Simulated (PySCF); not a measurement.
Simulation results for B2ClH3N, BClHOSi, BFH2NSi, Al2BH6N and others

Calculation on a computer-drawn molecule: optimised geometry and harmonic frequencies of an isolated molecule of the commonest isotopes, restricted reference for singlets and unrestricted otherwise, frozen core in MP2. Program: PySCF 2.14.0.

(1) B2ClH3N

Start structure:
```xyz
7
B2ClH3N
N      0.6031    -0.0503    -1.4022
B      1.6862    -0.6026    -0.8919
B      3.0848    -1.3295    -0.1946
Cl     2.9143    -1.8490     1.4321
H     -0.2556     0.0583    -0.8803
H      0.5568     0.3020    -2.3482
H      4.0787    -1.4449    -0.8286
```

Settings of this run: charge 1, multiplicity 1, method MP2 and basis cc-pV(D+d)Z.

It finds rotational constants 25.58, 2.422, 2.212 GHz; total energy -565.3021 hartree; convergence status largest gradient component 3.183e-05 hartree/bohr.

Drawn bonds:
```csv
atom,other atom,order
1,2,1
2,3,1
3,4,1
1,5,1
1,6,1
3,7,1
```

Optimised structure:
```xyz
7
B2ClH3N
N      0.5998    -0.0503    -1.3987
B      1.7060    -0.6065    -0.9002
B      3.0931    -1.3297    -0.2020
Cl     2.8835    -1.8347     1.4214
H     -0.2651     0.0531    -0.8562
H      0.5433     0.3099    -2.3580
H      4.1077    -1.4577    -0.8200
```

Modes:
```csv
frequency (cm⁻¹),reduced mass (dalton)
94.06,4.875
206.3,1.084
285.4,2.924
368.7,2.709
620.4,1.276
651.2,3.402
767.8,1.642
805.7,2.005
916.7,2.119
1095,1.916
1462,1.161
1680,5.857
2760,1.095
3506,1.054
3608,1.096
```

(2) BClHOSi

Start structure:
```xyz
5
BClHOSi
O     -0.6326     2.6711    -2.1848
B     -0.3227     1.4989    -1.8748
Si     0.1592    -0.2743    -1.4421
Cl    -0.9827    -1.4100    -0.3579
H      1.4248    -0.8013    -1.9106
```

Here we set charge 1, multiplicity 1, method HF and basis cc-pV(D+d)Z.

It finds rotational constants 15.97, 1.999, 1.777 GHz; total energy -848.3378 hartree; convergence status largest gradient component 2.247e-05 hartree/bohr.

Drawn bonds:
```csv
atom,other atom,order
1,2,2
2,3,1
3,4,1
3,5,1
```

Optimised structure:
```xyz
5
BClHOSi
O     -0.6642     2.6660    -2.1623
B     -0.3525     1.5689    -1.8933
Si     0.1999    -0.2945    -1.4489
Cl    -0.9959    -1.3840    -0.3625
H      1.4587    -0.8720    -1.9031
```

Modes:
```csv
frequency (cm⁻¹),reduced mass (dalton)
120.7,15.85
252.6,4.826
365.5,10.31
534.3,13.35
587.8,1.409
719.7,6.077
857.5,1.243
2235,12.28
2459,1.046
```

(3) BFH2NSi

Start structure:
```xyz
6
BFH2NSi
F     -1.2028     1.7774    -3.2590
B     -0.9376     1.1729    -2.1936
N     -0.6681     0.5592    -1.1111
Si    -0.3290    -0.2159     0.2531
H     -0.8680    -1.5488     0.4907
H      0.5192     0.4106     1.2589
```

Settings of this run: charge 1, multiplicity 1, method MP2 and basis cc-pV(D+d)Z.

The calculation gives: rotational constants 155.1, 2.231, 2.199 GHz; total energy -468.9842 hartree; convergence status largest gradient component 1.09e-05 hartree/bohr.

Drawn bonds:
```csv
atom,other atom,order
1,2,1
2,3,1
3,4,2
4,5,1
4,6,1
```

Optimised structure:
```xyz
6
BFH2NSi
F     -1.2110     1.7963    -3.2922
B     -0.9415     1.1819    -2.2093
N     -0.6674     0.5573    -1.1081
Si    -0.3243    -0.2266     0.2719
H     -0.8707    -1.5652     0.5009
H      0.5287     0.4117     1.2757
```

Modes:
```csv
frequency (cm⁻¹),reduced mass (dalton)
78.86,5.337
116.7,8.586
446,11.66
478.1,11.92
632.9,11.18
704.8,1.212
750.9,1.163
992.8,1.065
1301,14.56
2047,11.98
2375,1.027
2423,1.062
```

(4) Al2BH6N

Start structure:
```xyz
10
Al2BH6N
B     -3.1303    -1.3279    -1.6905
N     -3.1007    -0.6979    -2.9220
Al    -2.6197     1.0548    -3.0550
Al    -2.2345     1.5646    -0.5564
H     -2.8479    -0.6118    -0.7112
H     -3.3767    -2.4455    -1.5050
H     -3.3249    -1.2562    -3.7050
H     -2.6331     1.5913    -4.4746
H     -0.9867     1.3608     0.1723
H     -3.4539     2.0337     0.5276
```

Here we set charge 0, multiplicity 1, method HF and basis cc-pV(D+d)Z.

The calculation gives: rotational constants 7.166, 2.223, 1.74 GHz; total energy -566.5151 hartree; convergence status largest gradient component 3.689e-05 hartree/bohr.

Drawn bonds:
```csv
atom,other atom,order
1,2,1
2,3,1
3,4,1
1,5,1
1,6,1
2,7,1
3,8,1
4,9,1
4,10,1
```

Optimised structure:
```xyz
10
Al2BH6N
B     -3.2268    -1.6773    -1.7969
N     -3.1104    -0.8052    -2.8912
Al    -2.6589     0.9535    -2.8095
Al    -2.1841     1.9387    -0.4390
H     -3.0140    -1.2566    -0.6808
H     -3.5325    -2.8333    -1.9356
H     -3.3018    -1.2248    -3.7847
H     -2.6136     1.6708    -4.2259
H     -0.7300     1.9185     0.1990
H     -3.3363     2.5815     0.4448
```

Modes:
```csv
frequency (cm⁻¹),reduced mass (dalton)
72.61,3.931
98.59,1.046
136,2.525
285,1.096
295.9,3.255
356.5,7.091
373.3,1.088
518,1.29
569.9,1.188
651.1,1.483
719.8,2.125
851.7,1.078
890.9,1.098
991.9,1.29
1098,1.373
1221,1.552
1344,1.253
1449,2.456
1943,1.036
1952,1.058
1963,1.033
2600,1.067
2687,1.113
3772,1.075
```

(5) CH6AlBSi

Start structure:
```xyz
10
CH6AlBSi
B      0.5311    -2.3647    -0.0276
Al     0.2737    -0.4760    -0.7392
C     -1.4195     0.3504    -0.2737
Si    -1.9804     1.2758     1.0757
H      0.8648    -2.6133     1.0633
H      0.0011    -3.3167    -0.5193
H      1.2117     0.4054    -1.7904
H     -2.3418     0.0638    -0.9019
H     -1.0364     1.7761     2.1310
H     -3.3742     1.6887     1.4628
```

Settings of this run: charge 0, multiplicity 1, method HF and basis cc-pV(D+d)Z.

It finds rotational constants 20.56, 1.654, 1.55 GHz; total energy -596.8107 hartree; convergence status largest gradient component 3.558e-05 hartree/bohr.

Drawn bonds:
```csv
atom,other atom,order
1,2,1
2,3,1
3,4,2
1,5,1
1,6,1
2,7,1
3,8,1
4,9,1
4,10,1
```

Optimised structure:
```xyz
10
CH6AlBSi
B      0.5718    -2.6337    -0.4514
Al     0.0812    -0.5685    -0.0934
C     -1.6736     0.0279     0.4373
Si    -2.0290     1.6687     0.7129
H      0.9843    -3.3683     0.4118
H      0.4665    -3.1533    -1.5348
H      1.1970     0.5564    -0.2647
H     -2.4938    -0.6753     0.5768
H     -1.0287     2.7381     0.5660
H     -3.3456     2.1975     1.1203
```

Modes:
```csv
frequency (cm⁻¹),reduced mass (dalton)
71.07,3.396
111.9,3.422
152.1,1.043
200.2,3.971
303.4,1.28
409.6,1.081
524.1,2.973
581.9,1.373
622.5,1.392
646.8,1.198
660.7,2.215
779.4,1.59
833.5,1.086
906.2,1.38
993.1,1.354
1047,1.077
1171,3.991
1250,1.145
1930,1.041
2344,1.04
2372,1.043
2633,1.056
2694,1.119
3286,1.086
```

(6) Al3H4N

Start structure:
```xyz
8
Al3H4N
Al    -1.2027    -2.9465    -2.2803
N     -0.4953    -2.0584    -0.9903
Al     0.0889    -1.1802     0.3816
Al     1.0226     0.1085     2.3295
H     -0.3629    -3.4391    -3.4940
H     -2.6827    -3.2441    -2.4391
H      1.2548     1.7268     2.3594
H      1.6312    -0.5309     3.6666
```

Here we set charge 0, multiplicity 1, method HF and basis cc-pV(D+d)Z.

It finds rotational constants 67.28, 0.8836, 0.8834 GHz; total energy -782.5226 hartree; convergence status largest gradient component 6.466e-06 hartree/bohr.

Drawn bonds:
```csv
atom,other atom,order
1,2,1
2,3,2
3,4,1
1,5,1
1,6,1
4,7,1
4,8,1
```

Optimised structure:
```xyz
8
Al3H4N
Al    -1.1851    -2.9087    -2.2763
N     -0.5202    -2.0172    -0.9254
Al     0.1032    -1.1821     0.3409
Al     1.0930     0.1443     2.3515
H     -0.2666    -3.4303    -3.4670
H     -2.7389    -3.2389    -2.3763
H      1.1871     1.7134     2.2622
H      1.5813    -0.6445     3.6237
```

Modes:
```csv
frequency (cm⁻¹),reduced mass (dalton)
44.91,1.008
58.09,5.789
59.88,5.01
142.9,7.615
152.8,7.284
286,10.31
429.4,1.178
577.6,1.152
606.8,1.261
610.3,11.94
671.4,1.197
820.7,1.061
876.4,1.076
1320,15.35
1917,1.058
1946,1.025
2009,1.024
2019,1.061
```

(7) CH7BSi2

Start structure:
```xyz
11
CH7BSi2
Si     0.7002    -1.9513     0.8075
C      0.3771    -0.2364     0.9655
B     -0.4307     0.6375     0.1174
Si    -1.3086    -0.0158    -1.5551
H      0.2199    -2.9356    -0.2040
H      1.5795    -2.7190     1.7773
H      0.8656     0.1846     1.8369
H     -0.5478     1.7600     0.3508
H     -0.6377    -1.1036    -2.2422
H     -1.5544     0.9672    -2.5980
H     -2.7138    -0.6159    -1.2519
```

Here we set charge 0, multiplicity 1, method HF and basis cc-pV(D+d)Z.

The calculation gives: rotational constants 9.371, 1.974, 1.662 GHz; total energy -644.4323 hartree; convergence status largest gradient component 1.402e-05 hartree/bohr.

Drawn bonds:
```csv
atom,other atom,order
1,2,2
2,3,1
3,4,1
1,5,1
1,6,1
2,7,1
3,8,1
4,9,1
4,10,1
4,11,1
```

Optimised structure:
```xyz
11
CH7BSi2
Si     0.8955    -1.9235     0.8062
C      0.4112    -0.3035     1.0598
B     -0.5191     0.4926     0.1408
Si    -1.4359    -0.0893    -1.5945
H      0.4721    -2.7476    -0.3322
H      1.7947    -2.6477     1.7216
H      0.8068     0.1811     1.9502
H     -0.7742     1.6327     0.4484
H     -1.1734    -1.4835    -2.0445
H     -1.0177     0.8111    -2.7035
H     -2.9107     0.0493    -1.4481
```

Modes:
```csv
frequency (cm⁻¹),reduced mass (dalton)
73.53,1.15
127.4,1.763
152.2,4.765
288,2.194
317.6,1.131
515.5,2.34
525.3,1.079
672.9,1.439
675.4,1.24
720.8,1.87
799.6,1.338
890.2,2.143
933.9,1.294
994.8,1.104
1026,1.041
1034,1.036
1043,1.073
1078,1.242
1248,1.806
1353,3.355
2266,1.049
2268,1.049
2282,1.021
2364,1.039
2400,1.045
2635,1.09
3286,1.086
```

(8) AlF2O

Start structure:
```xyz
4
AlF2O
O      0.3173    -1.4368     0.6033
Al    -0.6246    -1.0519    -0.6442
F     -0.4320    -1.4714    -2.2583
F     -2.0317    -0.1363    -0.6385
```

Here we set charge -1, multiplicity 1, method MP2 and basis aug-cc-pV(D+d)Z.

The calculation gives: rotational constants 7.351, 5.948, 3.288 GHz; total energy -516.6164 hartree; convergence status largest gradient component 7.956e-06 hartree/bohr.

Drawn bonds:
```csv
atom,other atom,order
1,2,1
2,3,1
2,4,1
```

Optimised structure:
```xyz
4
AlF2O
O      0.3487    -1.4496     0.6448
Al    -0.6244    -1.0520    -0.6439
F     -0.4323    -1.4779    -2.2949
F     -2.0630    -0.1169    -0.6437
```

Modes:
```csv
frequency (cm⁻¹),reduced mass (dalton)
270.2,18.34
274.6,19.38
309.9,22.69
617.8,18.47
727.6,22.27
971.4,20.12
```

(9) AlBH3O2

Start structure:
```xyz
7
AlBH3O2
B     -0.9768    -1.4609    -1.5518
O     -0.1804    -0.5174    -1.0686
Al     0.4744     0.8077    -0.2105
O      0.1273     1.6417     1.1414
H     -2.1089    -1.7754    -1.1434
H      1.8742     0.9225    -0.9174
H     -0.0188     2.2479     1.8793
```

It was run with charge 0, multiplicity 2, method HF and basis cc-pV(D+d)Z.

Results for AlBH3O2: rotational constants 21.14, 3.441, 2.988 GHz; total energy -418.1783 hartree; spin squared 0.7538; convergence status largest gradient component 6.46e-06 hartree/bohr.

Drawn bonds:
```csv
atom,other atom,order
1,2,1
2,3,1
3,4,1
1,5,1
3,6,1
4,7,1
```

Optimised structure:
```xyz
7
AlBH3O2
B     -1.0722    -1.6272    -1.0000
O     -0.3822    -0.5135    -0.8098
Al     0.5346     0.7661    -0.2010
O     -0.0393     1.5169     1.1865
H     -1.9989    -1.7187    -1.7727
H      1.8366     1.1998    -0.9467
H      0.3124     2.2426     1.6728
```

Modes:
```csv
frequency (cm⁻¹),reduced mass (dalton)
79.27,6.886
91.01,3.252
195.5,1.236
285.1,6.36
357,1.098
539.3,1.238
540.3,1.285
676.7,3.183
734,1.473
931.6,5.533
1074,1.32
1471,11.22
2063,1.044
2607,1.092
4236,1.068
```

(10) B2ClH3N

Start structure:
```xyz
7
B2ClH3N
B     -2.3178     0.4391     0.6725
B     -2.1782    -0.9618     1.3943
N     -1.9858    -2.2111     1.8711
Cl    -2.8296     0.5485     2.5517
H     -2.4153     1.3863     0.0416
H     -2.2180    -2.5062     2.7562
H     -1.6701    -3.0004     1.2230
```

It was run with charge 0, multiplicity 2, method HF and basis cc-pV(D+d)Z.

It finds rotational constants 8.514, 4.866, 3.114 GHz; total energy -565.0916 hartree; spin squared 0.7594; convergence status largest gradient component 4.265e-05 hartree/bohr.

Drawn bonds:
```csv
atom,other atom,order
1,2,1
2,3,1
2,4,1
1,5,1
3,6,1
3,7,1
```

Optimised structure:
```xyz
7
B2ClH3N
B     -1.9364     0.3827     0.4742
B     -2.2709    -0.6488     1.7515
N     -2.0670    -2.0213     1.8159
Cl    -2.9122     0.1770     3.2278
H     -2.4633     0.9152    -0.4513
H     -2.2618    -2.5557     2.6375
H     -1.7032    -2.5547     1.0547
```

Modes:
```csv
frequency (cm⁻¹),reduced mass (dalton)
207.9,3.036
348,3.348
385.2,1.515
477.9,1.237
493,1.428
599.7,1.336
620.4,2.917
638.1,2.961
874.5,2.244
1142,2.342
1413,4.358
1743,1.234
2801,1.1
3813,1.051
3921,1.099
```
